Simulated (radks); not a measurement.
The numbers below are computed, except where a source is named.
Coulomb parameter of the 4d shell of neutral cadmium in the model configuration [Kr] 4d9 5s2 5p1, as a second difference U = [E(n + 0.25) + E(n - 0.25) - 2 E(n)] / (0.25)^2 with all orbitals relaxed. "Bare": the charge of the atom changes with n. "Screened": the 5p shell takes up the change at fixed total charge, which measures U(4d,4d) + U(5p,5p) - 2 U(4d,5p). Code: a radial shooting solver on a logarithmic mesh with Libxc functionals. Model: scalar-relativistic Kohn-Sham, SCAN, spin-unpolarised, spherical densities, finite nucleus; meta-GGA in the generalised Kohn-Sham scheme; Fermi nuclear charge, rms radius 4.6087 fm.

| case | configuration | E - E(n) (eV) |
|---|---|---|
| start | [Kr] 4d9 5s2 5p1 | 0.000 |
| bare +0.25 | [Kr] 4d9.25 5s2 5p1 | -4.068 |
| bare -0.25 | [Kr] 4d8.75 5s2 5p1 | 4.776 |
| screened +0.25 | [Kr] 4d9.25 5s2 5p0.75 | -3.668 |
| screened -0.25 | [Kr] 4d8.75 5s2 5p1.25 | 3.929 |

U(bare) = 11.318 eV, U(screened by 5p) = 4.173 eV, against the Slater integral F0(4d,4d) = 20.035 eV with frozen orbitals. The step up makes a negative ion, whose loosely bound charge lowers the bare value.
